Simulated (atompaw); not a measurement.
An all-electron radial function and its pseudo partner (potassium)

Columns: radius, all-electron u(r) and pseudo u(r) of the 4p shell (level -0.84 eV) of potassium in the configuration [Ne] 3s2 3p6 4s1 4p0; LDA (PW92), scalar-relativistic, PAW (atompaw) scheme, atompaw 4.2.0.5.

```csv
r (bohr),all-electron,pseudo
0.100,0.0487,-0.0072
0.200,0.0766,-0.0281
0.300,0.0599,-0.0609
0.400,0.0199,-0.1023
0.500,-0.0259,-0.1487
0.600,-0.0674,-0.1958
0.700,-0.1002,-0.2394
0.800,-0.1228,-0.2758
0.900,-0.1357,-0.3017
1.000,-0.1399,-0.3154
1.100,-0.1370,-0.3157
1.200,-0.1284,-0.3031
1.300,-0.1154,-0.2788
1.400,-0.0991,-0.2450
1.500,-0.0804,-0.2045
1.600,-0.0601,-0.1601
1.700,-0.0387,-0.1147
1.800,-0.0168,-0.0706
1.900,0.0053,-0.0299
2.000,0.0274,0.0067
2.100,0.0493,0.0386
2.200,0.0707,0.0661
2.300,0.0916,0.0901
2.400,0.1118,0.1115
2.500,0.1314,0.1314
2.600,0.1502,0.1502
```

**Question.** How many radial nodes do the two functions have?

**Answer.** The all-electron 4p function has n − l − 1 = 2; the pseudo-wave has 1, since 1 lower shell of the same l stays in the valence.

**Question.** Is the pseudo-wave norm-conserving?

**Answer.** No, it belongs to a PAW set: the norm inside the radius is not constrained, and the difference is carried by the augmentation charge.
